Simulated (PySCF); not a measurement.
CHN, charge +1, doublet, geometry from GFN2-xTB (a state made from the parent by changing its charge; the spin is typed, not shown lowest). Base run: HF/def2-TZVP in PySCF.

Input for PySCF:
```python
from pyscf import gto, scf, solvent

mol = gto.Mole()
mol.atom = '''
    C    -0.00000000   -0.00000000   -0.48312722
    N     0.00000000    0.00000000    0.64165945
    H    -0.00000000   -0.00000000   -1.59285286
'''
mol.basis = 'def2-tzvp'
mol.charge = 1
mol.spin = 1
mol.verbose = 4
mol.build()

mf = scf.UHF(mol)
mf.kernel()
```

The base run was repeated with changes; each row names its change, and settings that it needs were set with it.

| change | ΔE vs base (kcal/mol) |
|---|---|
| base | 0.000 |
| model = IEF-PCM; solvent = chloroform | -63.1 |
| model = IEF-PCM; solvent = chloroform; lebedev_order = 41 | -63.1 |
| model = IEF-PCM; solvent = 2-propanol | -76.4 |
| model = IEF-PCM; solvent = chloroform; lebedev_order = 11 | -63.1 |
| model = IEF-PCM; solvent = chloroform; vdw_scale = 1.1 | -69.1 |
| model = C-PCM; solvent = chloroform | -63.4 |
| model = ddCOSMO; solvent = chloroform | -59.36 |
| model = SS(V)PE; solvent = chloroform | -62.05 |
| model = IEF-PCM; solvent = n-hexane | -37.20 |
| model = IEF-PCM; solvent = chloroform; r_probe = 0.5 | -49.98 |
| model = IEF-PCM; solvent = chloroform; vdw_scale = 1.4 | -54.15 |

The base is the gas phase, so ΔE is the electrostatic part of solvation at a fixed geometry, without cavity and dispersion terms.

Open shells are given as the SCF converged; they aren't shown to be the lowest states, and a large step between rows can be another state.
